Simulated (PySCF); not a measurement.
C9H10O2, SMILES O=C(O)CCc1ccccc1 (GFN2-xTB optimised geometry):

```
21

O      2.608     3.540    -0.648
C      2.269     2.856    -1.573
O      2.511     3.199    -2.848
C      1.537     1.542    -1.488
C      1.311     1.103    -0.039
C      0.558    -0.196     0.001
C      1.236    -1.408    -0.001
C      0.542    -2.605     0.000
C     -0.842    -2.605     0.000
C     -1.527    -1.402     0.000
C     -0.831    -0.207    -0.001
H      2.979     4.049    -2.886
H      0.583     1.655    -2.009
H      2.115     0.794    -2.036
H      0.755     1.883     0.483
H      2.279     0.997     0.453
H      2.317    -1.413     0.002
H      1.083    -3.540     0.002
H     -1.385    -3.539     0.002
H     -2.608    -1.396     0.002
H     -1.371     0.730     0.003
```

Computed with CAM-B3LYP/def2-SVP (PySCF).

Question: What are the frontier orbital energies and the dipole moment?

Answer: HOMO-2 -9.44 eV, HOMO-1 -8.50 eV, HOMO -8.23 eV, LUMO 1.05 eV, LUMO+1 1.13 eV; dipole moment 1.52 D.

Meta-Löwdin charges at CAM-B3LYP/def2-SVP: O1 -0.45, C2 0.52, O3 -0.45, C4 -0.20, C5 -0.17, C6 0.02, C7 -0.12, C8 -0.10, C9 -0.11, C10 -0.10, C11 -0.12, H12 0.33, H13 0.12, H14 0.12, H15 0.10, H16 0.10, H17 0.10, H18 0.10, H19 0.10, H20 0.10, H21 0.10.
